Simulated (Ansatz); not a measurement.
Born–Oppenheimer molecular dynamics of H11N4PZr (17 atoms, charge 0, multiplicity 1). It starts at the highest image of a converged band. Of that band: Neighbouring images differ by up to 1.4 eV, so the band resolves the path poorly. A vibrational analysis at the climbing image gives one clearly imaginary mode, 1687i cm⁻¹: a first-order saddle point.

Theory: RHF/def2-SVP (Ansatz 0.2.0).

```json
{"ensemble": "NVE (velocity Verlet)", "time step": "0.5 fs", "steps asked": "200", "starting velocities drawn for": "300 K", "seed": "3192"}
```

Frames 2.5 fs apart, positions in Å, forces in eV/Å.

Velocities at 20 fs (Å/ps):

```
Zr -2.78 1.04 -0.80
N 5.51 -5.19 13.01
H 19.64 14.00 -5.57
H 2.04 -0.67 1.80
N 2.22 -1.42 5.34
H 9.69 0.94 -10.17
H 14.86 -2.70 10.63
N 2.66 -5.79 -4.74
H -9.30 -3.08 -5.23
H -16.81 -8.97 -19.33
N 2.97 3.73 -2.73
H -1.39 -2.00 -15.13
H -13.26 2.36 -12.55
P 0.08 1.59 0.09
H -12.13 -4.13 -4.39
H 12.65 -13.09 -11.92
H 57.40 -5.51 -9.64
```

```xyz
17
Properties=species:S:1:pos:R:3:forces:R:3 time_fs=20 energy_less_start_eV=-0.071 T=338
Zr -0.117 -0.009 -0.118 -1.80 0.40 -0.42
N -0.011 -0.316 2.190 2.99 -0.60 -0.68
H 0.701 -0.887 2.625 -0.21 -0.23 -0.06
H 0.075 0.559 2.613 0.18 1.82 0.84
N 1.851 0.124 -0.606 -0.47 0.02 0.29
H 2.506 -0.608 -0.455 0.52 -0.49 0.07
H 2.299 0.835 -1.135 0.30 0.50 -0.29
N -0.969 1.745 -0.824 2.91 0.66 -0.52
H -1.934 1.877 -0.823 -1.72 0.23 -0.04
H -0.518 2.537 -1.337 -0.74 -1.35 0.88
N -0.741 -1.717 -1.013 -0.76 -1.30 -0.50
H -1.735 -1.975 -0.841 1.34 0.31 -0.42
H -0.340 -2.352 -1.722 -0.52 0.82 0.94
P -2.984 -0.229 1.369 -0.07 0.13 -0.73
H -3.715 -1.313 1.906 0.05 0.15 0.07
H -3.503 0.863 2.097 -0.09 -0.13 0.09
H -0.932 -0.587 2.394 -1.91 -0.93 0.47
17
Properties=species:S:1:pos:R:3:forces:R:3 time_fs=22.5 energy_less_start_eV=-0.172 T=388
Zr -0.125 -0.007 -0.120 -1.45 0.20 -0.03
N 0.012 -0.328 2.220 3.13 2.13 -0.81
H 0.749 -0.865 2.614 0.35 -0.66 0.37
H 0.082 0.598 2.637 -0.17 -0.35 0.00
N 1.856 0.121 -0.592 0.71 0.00 -0.16
H 2.540 -0.617 -0.478 -0.26 0.04 0.07
H 2.340 0.841 -1.114 -0.31 -0.01 0.19
N -0.958 1.731 -0.837 -1.19 -0.17 0.34
H -1.982 1.871 -0.837 1.14 -0.36 0.09
H -0.574 2.484 -1.365 0.39 0.32 -0.21
N -0.736 -1.711 -1.021 -0.36 -0.49 -0.04
H -1.703 -1.970 -0.888 0.02 0.18 0.05
H -0.383 -2.325 -1.729 0.35 0.05 -0.04
P -2.983 -0.225 1.368 0.26 -0.97 -1.22
H -3.741 -1.316 1.896 0.26 0.40 -0.05
H -3.478 0.835 2.077 -0.47 0.71 0.68
H -0.887 -0.643 2.396 -2.40 -1.03 0.78
17
Properties=species:S:1:pos:R:3:forces:R:3 time_fs=25 energy_less_start_eV=-0.056 T=331
Zr -0.133 -0.004 -0.122 -0.78 -0.07 0.48
N 0.047 -0.332 2.248 -1.32 0.44 0.37
H 0.812 -0.876 2.622 -0.16 0.05 0.12
H 0.082 0.624 2.665 -0.19 -1.54 -0.27
N 1.864 0.117 -0.579 1.05 -0.08 -0.35
H 2.561 -0.626 -0.497 -0.65 0.28 0.12
H 2.365 0.848 -1.083 -0.55 -0.16 0.33
N -0.952 1.718 -0.848 -1.84 -0.56 0.70
H -1.979 1.846 -0.845 1.15 -0.41 0.16
H -0.610 2.447 -1.404 0.87 1.05 -0.78
N -0.731 -1.706 -1.028 0.52 0.43 0.44
H -1.674 -1.955 -0.932 -1.58 -0.12 0.39
H -0.405 -2.295 -1.740 0.99 -0.64 -0.93
P -2.983 -0.223 1.365 0.29 -0.59 -0.90
H -3.753 -1.297 1.883 0.14 0.22 -0.04
H -3.479 0.844 2.092 -0.28 0.40 0.45
H -0.961 -0.748 2.438 2.35 1.30 -0.31
17
Properties=species:S:1:pos:R:3:forces:R:3 time_fs=27.5 energy_less_start_eV=-0.115 T=361
Zr -0.142 -0.001 -0.124 -0.22 -0.31 0.79
N 0.077 -0.335 2.275 -1.26 -2.11 -0.38
H 0.866 -0.885 2.636 -0.72 0.56 -0.12
H 0.071 0.574 2.683 0.00 0.38 0.63
N 1.876 0.114 -0.567 -0.47 0.00 0.08
H 2.549 -0.624 -0.508 0.07 -0.46 0.18
H 2.361 0.850 -1.036 -0.04 0.52 -0.12
N -0.951 1.702 -0.858 1.86 1.33 -1.05
H -1.923 1.800 -0.844 -1.74 0.05 0.14
H -0.602 2.455 -1.476 -0.16 -1.02 0.87
N -0.725 -1.701 -1.035 -0.80 -1.26 -0.90
H -1.717 -1.943 -0.958 0.58 0.30 0.09
H -0.377 -2.292 -1.791 0.12 0.56 0.65
P -2.982 -0.222 1.361 0.14 0.77 -0.42
H -3.758 -1.266 1.869 -0.10 -0.22 0.13
H -3.494 0.875 2.133 0.21 -0.49 -0.22
H -0.917 -0.786 2.466 2.53 1.41 -0.36
17
Properties=species:S:1:pos:R:3:forces:R:3 time_fs=30 energy_less_start_eV=-0.221 T=414
Zr -0.151 0.002 -0.125 0.05 -0.56 0.95
N 0.104 -0.345 2.301 2.66 0.74 -1.87
H 0.884 -0.867 2.648 0.18 -0.11 0.26
H 0.061 0.540 2.735 0.17 0.94 0.69
N 1.886 0.110 -0.555 -1.02 0.13 0.19
H 2.538 -0.644 -0.509 0.25 -0.36 0.07
H 2.353 0.879 -0.993 0.10 0.28 -0.07
N -0.945 1.692 -0.871 0.39 1.10 -0.78
H -1.945 1.753 -0.835 -0.32 0.10 0.00
H -0.599 2.416 -1.506 -0.23 -0.63 0.63
N -0.723 -1.700 -1.046 -1.07 -1.12 -0.87
H -1.734 -1.917 -0.977 1.20 0.21 -0.11
H -0.339 -2.263 -1.812 -0.23 0.55 0.82
P -2.980 -0.220 1.355 0.08 1.34 -0.32
H -3.767 -1.247 1.862 -0.09 -0.42 0.20
H -3.499 0.879 2.162 0.42 -0.75 -0.50
H -0.746 -0.755 2.479 -2.53 -1.45 0.72
17
Properties=species:S:1:pos:R:3:forces:R:3 time_fs=32.5 energy_less_start_eV=-0.212 T=409
Zr -0.161 0.004 -0.126 0.34 -0.82 1.19
N 0.140 -0.352 2.320 1.00 2.65 -0.76
H 0.913 -0.854 2.674 0.86 -0.44 0.43
H 0.060 0.549 2.820 0.34 -0.96 -0.48
N 1.892 0.106 -0.542 -0.50 0.04 -0.02
H 2.538 -0.681 -0.507 -0.27 0.65 -0.08
H 2.349 0.920 -0.952 -0.09 -0.63 0.29
N -0.937 1.685 -0.886 -2.49 -0.87 1.14
H -1.986 1.713 -0.827 1.75 0.17 -0.22
H -0.605 2.350 -1.509 0.51 1.42 -1.18
N -0.724 -1.704 -1.059 0.45 0.87 0.78
H -1.695 -1.880 -1.001 -0.96 -0.44 -0.14
H -0.309 -2.208 -1.794 0.39 -0.68 -0.78
P -2.978 -0.215 1.349 0.05 0.54 -0.45
H -3.780 -1.250 1.866 0.20 -0.15 0.00
H -3.480 0.843 2.164 0.24 -0.22 -0.18
H -0.700 -0.796 2.529 -1.83 -1.13 0.46
17
Properties=species:S:1:pos:R:3:forces:R:3 time_fs=35 energy_less_start_eV=-0.129 T=368
Zr -0.170 0.006 -0.126 0.68 -1.07 1.45
N 0.180 -0.350 2.336 -2.26 -1.38 1.24
H 0.982 -0.860 2.720 -0.46 0.44 -0.35
H 0.078 0.512 2.884 0.23 -0.59 -0.45
N 1.895 0.103 -0.529 -1.21 -0.02 0.16
H 2.527 -0.686 -0.509 0.02 0.43 -0.09
H 2.342 0.931 -0.897 0.20 -0.34 0.09
N -0.938 1.677 -0.898 0.10 0.46 -0.26
H -1.942 1.684 -0.830 -0.20 0.39 -0.22
H -0.590 2.348 -1.562 -0.27 0.03 0.14
N -0.723 -1.704 -1.069 0.74 0.74 0.47
H -1.700 -1.867 -1.035 -0.79 -0.54 -0.30
H -0.263 -2.184 -1.809 -0.06 -0.40 -0.30
P -2.977 -0.209 1.342 0.24 -0.66 -0.90
H -3.781 -1.262 1.869 0.45 0.13 -0.20
H -3.448 0.796 2.157 -0.14 0.68 0.50
H -0.753 -0.895 2.601 2.75 1.69 -0.98
17
Properties=species:S:1:pos:R:3:forces:R:3 time_fs=37.5 energy_less_start_eV=-0.145 T=377
Zr -0.178 0.007 -0.125 0.69 -1.18 1.52
N 0.213 -0.353 2.356 -0.98 -2.59 0.47
H 1.030 -0.845 2.749 -0.65 0.40 -0.63
H 0.109 0.449 2.925 -0.06 1.16 0.42
N 1.893 0.100 -0.515 -2.09 0.10 0.37
H 2.519 -0.669 -0.516 0.59 -0.42 -0.03
H 2.346 0.924 -0.837 0.49 0.39 -0.19
N -0.939 1.670 -0.911 2.18 1.47 -1.38
H -1.912 1.677 -0.846 -1.91 0.43 -0.11
H -0.588 2.352 -1.611 -0.70 -0.93 1.11
N -0.721 -1.702 -1.078 -0.60 -0.43 -0.71
H -1.742 -1.883 -1.085 1.40 -0.11 -0.28
H -0.221 -2.183 -1.840 -0.85 0.37 0.88
P -2.974 -0.204 1.333 0.35 -0.59 -1.06
H -3.757 -1.269 1.862 0.43 0.07 -0.14
H -3.422 0.785 2.177 -0.14 0.70 0.57
H -0.665 -0.909 2.623 1.87 1.15 -0.81
17
Properties=species:S:1:pos:R:3:forces:R:3 time_fs=40 energy_less_start_eV=-0.191 T=400
Zr -0.186 0.007 -0.123 0.43 -1.12 1.49
N 0.242 -0.364 2.378 3.37 3.24 -1.16
H 1.048 -0.811 2.744 0.91 -0.57 -0.07
H 0.138 0.439 2.981 -0.05 0.37 -0.34
N 1.883 0.097 -0.500 -0.78 0.14 0.03
H 2.538 -0.669 -0.524 -0.10 0.09 0.04
H 2.376 0.933 -0.785 -0.08 -0.17 0.07
N -0.933 1.668 -0.929 -1.71 0.04 0.35
H -1.966 1.695 -0.870 1.12 0.17 -0.13
H -0.621 2.313 -1.608 0.27 0.68 -0.56
N -0.720 -1.701 -1.090 -0.53 0.05 -0.09
H -1.716 -1.909 -1.152 0.62 -0.06 -0.04
H -0.223 -2.166 -1.829 -0.08 -0.11 0.05
P -2.971 -0.201 1.322 0.33 0.65 -0.67
H -3.708 -1.272 1.848 0.20 -0.24 0.12
H -3.402 0.811 2.227 0.23 -0.20 -0.12
H -0.498 -0.876 2.606 -4.14 -2.97 1.03
17
Properties=species:S:1:pos:R:3:forces:R:3 time_fs=42.5 energy_less_start_eV=-0.354 T=482
Zr -0.194 0.006 -0.120 0.20 -1.02 1.46
N 0.282 -0.365 2.397 -0.79 0.81 0.46
H 1.111 -0.804 2.732 0.68 -0.36 -0.09
H 0.164 0.451 3.019 -0.05 -0.67 -0.86
N 1.870 0.095 -0.485 0.37 0.10 -0.21
H 2.553 -0.665 -0.531 -0.68 0.40 0.12
H 2.401 0.933 -0.730 -0.53 -0.43 0.19
N -0.933 1.667 -0.946 -2.10 -0.02 0.48
H -1.971 1.722 -0.900 1.31 -0.05 0.02
H -0.642 2.308 -1.630 0.56 0.83 -0.77
N -0.721 -1.700 -1.101 0.68 0.84 0.74
H -1.663 -1.939 -1.222 -1.52 -0.32 0.04
H -0.227 -2.157 -1.816 0.90 -0.59 -0.81
P -2.968 -0.196 1.310 0.32 1.34 -0.42
H -3.646 -1.289 1.840 0.06 -0.40 0.29
H -3.370 0.827 2.271 0.40 -0.76 -0.54
H -0.505 -0.968 2.630 0.20 0.31 -0.10
17
Properties=species:S:1:pos:R:3:forces:R:3 time_fs=45 energy_less_start_eV=-0.211 T=411
Zr -0.201 0.005 -0.116 -0.03 -0.89 1.36
N 0.320 -0.362 2.416 -1.61 -3.20 0.38
H 1.206 -0.815 2.712 -1.07 0.60 -0.46
H 0.186 0.433 3.013 -0.15 0.20 0.11
N 1.857 0.093 -0.471 -0.42 0.12 0.00
H 2.533 -0.643 -0.530 -0.10 -0.50 0.09
H 2.399 0.914 -0.666 -0.17 0.44 -0.02
N -0.940 1.667 -0.962 1.58 1.52 -1.46
H -1.915 1.749 -0.929 -1.69 0.09 0.21
H -0.634 2.342 -1.687 -0.08 -0.99 1.11
N -0.720 -1.696 -1.111 -0.08 -0.70 -0.96
H -1.676 -1.984 -1.288 0.16 0.27 0.40
H -0.189 -2.174 -1.838 0.05 0.37 0.58
P -2.963 -0.188 1.297 0.30 0.82 -0.55
H -3.579 -1.327 1.848 0.24 -0.07 0.20
H -3.316 0.801 2.286 0.28 -0.57 -0.31
H -0.523 -1.059 2.654 2.79 2.50 -0.69
17
Properties=species:S:1:pos:R:3:forces:R:3 time_fs=47.5 energy_less_start_eV=-0.549 T=582
Zr -0.209 0.003 -0.111 -0.50 -0.68 1.06
N 0.352 -0.371 2.437 0.31 -1.00 -1.13
H 1.249 -0.796 2.669 -0.51 0.36 -0.07
H 0.200 0.424 3.011 -0.02 0.57 0.44
N 1.843 0.092 -0.456 -0.61 0.17 0.09
H 2.505 -0.648 -0.524 0.15 -0.66 0.03
H 2.386 0.918 -0.601 0.00 0.56 -0.05
N -0.942 1.672 -0.983 0.37 0.81 -0.62
H -1.935 1.779 -0.947 -0.55 -0.03 0.17
H -0.626 2.329 -1.691 0.16 -0.43 0.47
N -0.719 -1.694 -1.124 -0.65 -1.18 -1.32
H -1.685 -2.014 -1.331 1.17 0.62 0.58
H -0.144 -2.174 -1.831 -0.31 0.57 0.85
P -2.959 -0.179 1.283 0.37 -0.35 -1.12
H -3.498 -1.369 1.868 0.46 0.37 0.00
H -3.245 0.743 2.286 0.03 0.18 0.49
H -0.397 -1.019 2.644 0.13 0.12 0.13
```

Of the whole run (100 fs, mean temperature of the second half 483 K): The conserved energy stayed within 0.43 meV per atom of its start (net change 0.14 meV per atom), so the integration is sound. The kinetic energy rose, since the run started high on the potential surface and went downhill. A run of 0.1 ps of so small a system gives no equilibrium averages. The orbitals stay closed-shell, which can raise the energy where a bond breaks towards radicals; this wasn't checked here.

The run took 6.4 min on 4 threads of Arm Neoverse V2, with other jobs on the host, peak memory 0.49 GiB.
